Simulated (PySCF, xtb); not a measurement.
Al(F)(I)(OMe) (CH3AlFIO), SMILES C[O][Al]([F])[I]. The values are those of a single conformer.

Harmonic wavenumbers (cm⁻¹) from GFN2-xTB in xtb at its own minimum, in rising order: 20, 78, 136, 143, 163, 261, 374, 685, 819, 1136, 1137, 1233, 1417, 1472, 1473, 2972, 2977, 2983.

Question: What does PBE0-D3(BJ)/def2-SVP (PySCF) give at its own minimum? (The exact figures need the calculation; the answer reports its results.)

Answer: 66, 78, 102, 171, 226, 238, 348, 723, 922, 1186, 1189, 1278, 1475, 1478, 1484, 3016, 3103, 3117. Paired by order, the mean absolute difference is 49 cm⁻¹ and the zero-point energies are 27.8 and 28.9 kcal/mol.
